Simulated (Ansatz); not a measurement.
AlCl₃⁻. Total charge -1; doublet. Geometry PBE-D4/def2-TZVP, that of the neutral singlet; atoms count from 1.

```tsv
atom	x (Å)	y (Å)	z (Å)
Al1	0.000	0.000	0.000
Cl2	1.703	-1.041	0.601
Cl3	0.186	1.719	-1.164
Cl4	-1.889	-0.678	0.563
```

The highest occupied level of the charge -1 doublet lies above zero (up to 1.11 eV). By energy differences its removal costs 0.25 eV (vertical, to the charge 0 singlet, at PBE0-D4/def2-TZVPD); a positive level beside a positive removal energy at the same level points to self-interaction error.

Q: Estimate the Mulliken populations from the PBE0/def2-TZVPD orbitals of Ansatz.

A: 
```json
{"atom": "Al1", "charge (e)": "-0.87", "spin (α − β)": "1.58"}
{"atom": "Cl2", "charge (e)": "-0.04", "spin (α − β)": "-0.19"}
{"atom": "Cl3", "charge (e)": "-0.04", "spin (α − β)": "-0.19"}
{"atom": "Cl4", "charge (e)": "-0.04", "spin (α − β)": "-0.19"}
```
Mulliken values and Mayer orders depend strongly on the basis. With diffuse functions, as here, like atoms can get unlike values, and bond orders can come out too low or too high.

Q: Where does the spin sit?

A: Summed by element: Al 1.58, Cl -0.58, of 1 unpaired in all. Largest on single atoms: Al1 1.58, Cl4 -0.19, Cl3 -0.19.

Q: And the Mayer bond orders between bonded heavy atoms (over 0.3)?

A: Al1–Cl2 0.38 (2.08 Å); Al1–Cl3 0.38 (2.08 Å); Al1–Cl4 0.38 (2.08 Å).
